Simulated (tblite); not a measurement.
Run record: tight-binding relaxation, `C=C[Si@@H](BF)[C@H]1C=C1C`.

Computed with GFN2-xTB geometry optimisation, gas phase (tblite 0.8.0). Start geometry: from a force field or distance geometry. The command runs a driver script over a list of jobs; the input below is this job's line of settings and its coordinates in Å.

Command:
```bash
OMP_NUM_THREADS=1 python probes_run.py task.json out
```

Input:
```
{"job": {"kind": "relax", "xc": "GFN2-xTB", "basis": "xTB"}, "charge": 0, "multiplicity": 1}
C     -2.608700    -1.446000    -0.896500
C     -2.426100    -0.252400    -0.329400
Si    -0.728900     0.497600    -0.243300
B     -0.845000     2.244900     0.602400
F     -1.322300     2.340600     1.977400
C      0.395900    -0.601500     0.740000
C      1.047000    -1.566800    -0.036600
C      1.758900    -0.390900     0.451800
C      2.998100     0.418500     0.549500
H     -3.617900    -1.872600    -0.924200
H     -1.796200    -1.997100    -1.338800
H     -3.263900     0.274700     0.115400
H     -0.224100     0.671100    -1.602700
H     -0.493500     3.203900     0.026400
H      0.188200    -0.888500     1.792700
H      1.028400    -2.502000    -0.572300
H      3.324600     0.720500    -0.465300
H      2.786700     1.326300     1.148800
H      3.789300    -0.171000     1.044700
```

**Question.** Estimate the output.

**Answer.** 
```
step      E/eV     max force
  0    -692.65746    6.403
  1    -693.94462    1.895
  2    -694.12001    2.076
  3    -694.18225    1.618
  4    -694.23703    0.662
  5    -694.27803    0.645
  6    -694.33212    1.121
  7    -694.37534    0.601
  8    -694.39557    0.317
  9    -694.40718    0.357
... (227 lines left out)
237    -694.51061    0.045
238    -694.51066    0.026
239    -694.51074    0.018
240    -694.51080    0.013
241    -694.51086    0.014
242    -694.51092    0.018
243    -694.51098    0.020
244    -694.51102    0.012
245    -694.51100    0.036
246    -694.51105    0.010
```

«max force» is the largest atomic force in eV/Å.

**Question.** From which step on does the largest force stay under 0.1 eV/Å, and how much energy is left to gain from there?

**Answer.** From step 171 (0.041 eV/Å), 6.2 meV above the end.

In short: energy lowered by 42.7 kcal/mol over 246 steps; largest atomic force 0.010 eV/Å at the end.

The run took 11 s wall, 6.8 s CPU on an Intel Xeon at 2.50 GHz with one thread (shared host).
Labels such as C1 count atoms from 1, the log's own numbers from 0.
